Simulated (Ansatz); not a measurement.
Isolated molecules relaxed with PBE0-D4/def2-TZVP in Ansatz; ΔE leaves out vibrations. CBS: MP2 limit from def2 TZ/QZ plus the TZ coupled-cluster correction, frozen cores. This one scheme is used for every species. DFT in def2-TZVPP. One conformer a species, not always the lowest.

`[SiH3]N[SiH2]S` + CH₃SH → `CS[SiH2]S` + `N[SiH3]`  (ligand exchange at the Si–N bond)

CCSD(T)/CBS gives +0.03 eV.

Task: Another level gave -0.08 eV. Which?
A. HF/def2-TZVPP
B. r2SCAN-D4/def2-TZVPP
C. CCSD(T)/def2-TZVPP
D. PBE-D4/def2-TZVPP

Result: D. PBE-D4 -0.08, CCSD(T)/def2-TZVPP 0.06, HF/def2-TZVPP 0.15, r2SCAN-D4 -0.03 eV.

Largest T1 diagnostic among the species: 0.011.

In def2-TZVPP, CCSD(T) changes the Hartree–Fock value by −0.09 eV (the triples alone add −0.03 eV) and MP2 by −0.13 eV. From PBE to PBE0 (25 % exact exchange), in def2-TZVPP and without D4, ΔE moves by +0.04 eV.
